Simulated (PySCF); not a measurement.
## Spin states and ions at one geometry of [Re2]−

PySCF 2.14.0, UKS PBE, Re def2-SVP with ECP60; non-relativistic Hamiltonian with scalar-relativistic core potentials where named; density fitting; no spin-orbit coupling; singlets restricted, open shells unrestricted. The geometry is relaxed for charge -1, doublet, vacuum:

```xyz
2

Re    0.0000    0.0000    1.0369
Re    0.0000    0.0000   -1.0369
```

Energies count from the relaxed state; an electron taken off or put on is at rest in vacuum. Charges and spins are Mulliken's.

| state | energy (eV) | spin squared | charge on Re1 (e) | spin on Re1 (e) | dipole about the centre of mass (D) |
| --- | --- | --- | --- | --- | --- |
| charge -1, doublet, vacuum | 0.00 | 0.76 | -0.50 | 0.50 | 0.00 |
| charge -1, quartet, vacuum | 0.56 | 3.76 | -0.50 | 1.50 | 0.00 |
| charge -1, sextet, vacuum | 1.47 | 8.76 | -0.50 | 2.50 | 0.00 |

Task: What does the state charge 0, triplet, vacuum give?

Result: energy (eV) 1.31, spin squared 2.00, charge on Re1 (e) 0.00, spin on Re1 (e) 1.00, dipole about the centre of mass (D) 0.00.

With an electron taken off (triplet) the charges change, summed by element, by Re +1.00 e. The vertical ionisation energy is 1.31 eV, against −ε(HOMO) = -1.18 eV over both spins of the relaxed state. The level lies 2.5 eV too high, as is usual for semilocal functionals and global hybrids, which keep a self-interaction error.

Open shells may have lower solutions than those found.
